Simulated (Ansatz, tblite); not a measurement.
Cost and result up the ladder for TCNQ, `N#CC(C#N)=c1ccc(=C(C#N)C#N)cc1` (20 atoms). Charge 0, multiplicity 1. Geometry: PBE-D4/def2-SVP.

Ansatz on 4 threads of Arm Neoverse V2 on a shared host; xTB runs through tblite on one thread. Times are rough, summed over both states, and most runs start from the orbitals of an earlier one. PBE0-D4/def2-SVP serves as the yardstick here, not as an exact answer. The other state is a doublet.

The xTB rows come from tblite.

Raw xTB energies of ions are shifted by several eV.

| level | functions | wall time | vertical IE (eV) | difference from PBE0-D4/def2-SVP (eV) |
| --- | --- | --- | --- | --- |
| GFN2-xTB | 68 | 0.024 s | 13.93 | 4.85 |
| GFN1-xTB | 72 | 0.026 s | 14.18 | 5.10 |
| PBE-D4/def2-SVP | 244 | 13 s | 8.93 | -0.16 |
| PBE0-D4/def2-SVP | 244 | 23 s | 9.08 | 0.00 |
